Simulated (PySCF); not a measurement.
BeH₃N. Atoms are numbered in the order given.

```xyz
5

Be     0.0000     0.0000    -0.9552
H      0.0000     0.0000    -2.2883
N      0.0000     0.0000     0.5482
H      0.0000     0.8219     1.1359
H      0.0000    -0.8219     1.1359
```

Coordinates come from a TPSSh-D3(BJ)/def2-TZVPD optimisation.

Calculation: TDA-PBE0/def2-TZVPD (PySCF).

Vertical excitations. The molecule is in vacuum. State labels are in the subgroup C2v.

Computed excitation energies, oscillator strengths and character:
```tsv
state	symmetry	energy (eV)	λ (nm)	f	main pairs
S1	A2	5.74	216	0.000	HOMO→LUMO 96 %
S2	B1	6.09	204	0.082	HOMO→LUMO+1 99 %
S3	A1	7.16	173	0.092	HOMO→LUMO+2 95 %
S4	B2	7.48	166	0.169	HOMO−1→LUMO 97 %
S5	A2	7.56	164	0.000	HOMO→LUMO+4 93 %
S6	B1	7.62	163	0.007	HOMO→LUMO+3 96 %
S7	A1	8.08	153	0.074	HOMO−1→LUMO+1 93 %
S8	B1	8.15	152	0.180	HOMO−1→LUMO+2 93 %
S9	A1	8.36	148	0.196	HOMO→LUMO+5 90 %
S10	B1	8.58	145	0.020	HOMO→LUMO+6 90 %
T1	A2	5.62	221	0	HOMO→LUMO 95 %
T2	B1	5.69	218	0	HOMO→LUMO+1 97 %
T3	A1	5.87	211	0	HOMO→LUMO+2 89 %
T4	B2	6.28	197	0	HOMO−1→LUMO 91 %
```
Triplets are in the Tamm–Dancoff approximation.
